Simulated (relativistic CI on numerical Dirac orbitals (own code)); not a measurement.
Line list: Forbidden lines, Dy⁴⁹⁺

Calculated at this level of theory: Dirac-Coulomb-Breit CI, KLI orbitals optimised for each configuration, model QED, unscaled Slater integrals (own radial code, finite nucleus).

Configuration list (outside the closed core [Ne]): 3s2.3p5, 3s.3p6, 3s2.3p4.3d, 3s.3p5.3d, 3p6.3d, 3s.3p4.3d2, 3s2.3p3.3d.4p, 3p6.4s, 3s.3p4.3d.4s, 3s2.3p4.4s, 3p6.4p, 3s2.3p4.4p, 3s2.3p3.3d2, 3s2.3p2.3d3, 3s.3p3.3d3, 3s2.3p2.3d2.4s, 3s2.3p2.3d2.4p. Double excitations out of closed p, d and f shells are left out; levels of such configurations are missing from the list, as are those of other unlisted configurations, and high levels can miss mixing partners.

```csv
λ vac (Å),Lower,Upper,Type,A (s⁻¹),log gf
49.404,3s2.3p5 2P°_3/2 [1],3s2.3p4.3d 2F_7/2 [8],M2,1.50e+04,-7.36
56.195,3s2.3p4.3d 2F_7/2 [8],3s2.3p4.3d 2F_7/2 [34],M1,8.65e+06,-4.48
56.419,3s2.3p4.3d 4D_7/2 [26],3s2.3p4.3d 2D_5/2 [95],M1,6.97e+07,-3.70
56.794,3s2.3p4.3d 4F_9/2 [9],3s2.3p4.3d 2F_7/2 [34],M1,2.69e+07,-3.98
58.588,3s2.3p4.3d 2P_3/2 [28],3s2.3p4.3d 2D_5/2 [95],M1,2.02e+07,-4.20
59.580,3s2.3p4.3d 2F_5/2 [29],3s2.3p4.3d 2D_5/2 [95],M1,4.27e+07,-3.87
59.940,3s2.3p4.3d 2F_7/2 [8],3s2.3p4.3d 2G_9/2 [30],M1,7.15e+06,-4.41
59.965,3s2.3p4.3d 2F_7/2 [8],3s2.3p4.3d 2F_5/2 [29],M1,4.89e+07,-3.80
60.527,3s2.3p4.3d 4D_5/2 [4],3s2.3p4.3d 2G_7/2 [18],M1,5.01e+06,-4.66
60.622,3s2.3p4.3d 4F_9/2 [9],3s2.3p4.3d 2G_9/2 [30],M1,3.09e+07,-3.77
61.671,3s2.3p5 2P°_3/2 [1],3s2.3p5 2P°_1/2 [2],M1,7.50e+07,-4.07
61.824,3s2.3p4.3d 2F_7/2 [6],3s2.3p4.3d 2G_7/2 [18],M1,3.11e+07,-3.85
63.111,3s2.3p3.3d2 4G°_11/2 [39],3s2.3p3.3d2 2I°_13/2 [100],E2,4.26e+05,-5.45
63.111,3s2.3p3.3d2 4G°_11/2 [39],3s2.3p3.3d2 2I°_13/2 [100],M1,1.10e+07,-4.03
63.401,3s2.3p4.3d 4D_5/2 [4],3s2.3p4.3d 4D_3/2 [16],M1,5.00e+07,-3.92
63.548,3s2.3p4.3d 2F_7/2 [8],3s2.3p4.3d 4D_7/2 [26],M1,2.17e+07,-3.98
64.044,3s2.3p4.3d 2D_5/2 [11],3s2.3p4.3d 2F_7/2 [34],M1,7.08e+06,-4.46
64.315,3s2.3p4.3d 4F_9/2 [9],3s2.3p4.3d 4D_7/2 [26],M1,3.01e+07,-3.83
66.287,3s2.3p3.3d2 4G°_11/2 [50],3s2.3p3.3d2 4H°_13/2 [133],E2,3.17e+05,-5.53
66.287,3s2.3p3.3d2 4G°_11/2 [50],3s2.3p3.3d2 4H°_13/2 [133],M1,1.11e+07,-3.99
67.167,3s2.3p4.3d 2D_5/2 [13],3s2.3p4.3d 2F_7/2 [34],M1,2.62e+06,-4.85
68.987,3s2.3p4.3d 2D_5/2 [11],3s2.3p4.3d 2F_5/2 [29],M1,2.36e+07,-4.00
73.773,3s2.3p4.3d 2D_5/2 [11],3s2.3p4.3d 4D_7/2 [26],M1,5.64e+06,-4.43
77.947,3s2.3p4.3d 2D_5/2 [13],3s2.3p4.3d 4D_7/2 [26],M1,1.62e+07,-3.93
177.26,3s2.3p4.3d 4D_5/2 [4],3s2.3p4.3d 2D_5/2 [11],M1,1.89e+05,-5.27
233.56,3s2.3p3.3d2 4H°_11/2 [90],3s2.3p3.3d2 4H°_13/2 [133],M1,6.12e+05,-4.15
249.70,3s2.3p4.3d 2D_3/2 [7],3s2.3p4.3d 2D_5/2 [11],M1,6.30e+05,-4.45
288.97,3s2.3p4.3d 4D_5/2 [4],3s2.3p4.3d 2F_7/2 [8],M1,3.47e+05,-4.46
302.89,3s2.3p4.3d 2F_7/2 [6],3s2.3p4.3d 4F_9/2 [9],M1,4.13e+05,-4.25
321.13,3s2.3p4.3d 2F_7/2 [6],3s2.3p4.3d 2F_7/2 [8],M1,1.15e+05,-4.85
```

Terms are leading LS components. Brackets give the number of a level in order of energy, since labels repeat. The list gives strong lines, with weight on those to low levels, among the lowest 200 of 2504 levels, so that lines to higher ones, which can be the strongest, are missing. Levels whose partners in the same complex of configurations lie outside the list can be far off, and so can their lines. Rates are taken at the computed energies, electric ones in the length gauge.

At this charge energies of transitions that change n are usually good to better than 1 %, and those within a shell (Δn = 0) to a few per cent.

LS names give the leading component of a level, which can be under half, so a name can repeat, a term be missing and a line seem to break the LS rules.
